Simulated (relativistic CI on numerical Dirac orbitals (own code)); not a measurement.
Sensitivity of the levels of Fe14+ to α and to the nuclear radius

These numbers are calculated, not measured: Dirac-Coulomb-Breit CI, orbitals from a KLI potential per configuration, derivatives by finite differences, unscaled Slater integrals, QED left out (own radial code, finite nucleus).

Configuration list (outside the closed core [Ne]): 3s2, 3s.3p, 3p2, 3s.3d, 3d2, 3p.3d, 3p.4s, 3s.4s. Levels of other configurations are missing.

With x = (α/α₀)² − 1 an excitation energy changes as ω = ω₀ + qx; K = 2q/ω₀ is the relative enhancement. Terms are leading LS components, so labels can repeat. The field-shift factor is F = δν/δ⟨r²⟩ for the transition from the lowest level.

Lowest level 3s2 1S_0.

```
      Level  ω₀ (cm⁻¹)  q (cm⁻¹)       K  F (GHz/fm²)
3s.3p 3P°_0     233160      5193  0.0445        -16.4
3s.3p 3P°_1     239004     10450  0.0875        -16.4
3s.3p 3P°_2     253024     25450   0.201        -16.4
3s.3p 1P°_1     357206     21430    0.12        -17.2
   3p2 3P_0     557371     19340  0.0694        -33.8
   3p2 1D_2     560816     31510   0.112        -30.8
   3p2 3P_1     567194     32010   0.113        -33.9
   3p2 3P_2     583980     50080   0.172        -33.2
   3p2 1S_0     666687     44450   0.133        -33.2
 3s.3d 3D_1     682565     26800  0.0785        -15.8
 3s.3d 3D_2     683550     27770  0.0812        -15.8
 3s.3d 3D_3     685092     29310  0.0856        -15.8
 3s.3d 1D_2     775060     31780   0.082        -20.1
3p.3d 3F°_2     931131     33350  0.0716        -33.2
3p.3d 3F°_3     940975     43390  0.0922        -33.2
3p.3d 1D°_2     951496     48280   0.101        -33.2
3p.3d 3F°_4     952331     55830   0.117        -33.2
3p.3d 3D°_1     989043     38860  0.0786        -33.2
3p.3d 3P°_2     989350     41990  0.0849        -33.1
3p.3d 3D°_3    1000828     51840   0.104        -33.2
3p.3d 3P°_0    1001831     53410   0.107        -33.2
3p.3d 3P°_1    1002186     53570   0.107        -33.2
3p.3d 3D°_2    1002526     53950   0.108        -33.2
```

At this charge energies of transitions that change n are usually good to better than 1 %, and those within a shell (Δn = 0) to a few per cent.
